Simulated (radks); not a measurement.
Spherical jellium clusters: N electrons in a uniform positive sphere of charge N and radius rs N^(1/3), rs = 5.64 bohr. Method: non-relativistic Kohn-Sham, LDA (Slater exchange, Perdew-Wang correlation), spin-polarised, spherical densities; computed with a radial shooting solver with Libxc functionals. Levels are named by radial order and angular momentum (1s, 1p, 1d, 2s, ...), and open shells are averaged over m.

N = 3, configuration 1s2 1p(up 1, down 0). This is the lowest configuration that the search found. Occupied and some empty levels:

level    occupation  eigenvalue (eV)  <r> (bohr)
1s up             1          -2.8912       5.784
1s down           1          -2.6705       5.765
1p up             1          -1.8419       7.325
1p down           0          -1.6180       7.455
1d up             0         -0.70453       9.222
2s up             0         -0.60362       10.35
1d down           0         -0.52831       9.651
2s down           0         -0.50775       10.86

Energy (eV): total -4.50630, kinetic 3.0538, external -35.374, Hartree 17.493, exchange-correlation -7.7426, background 18.064.
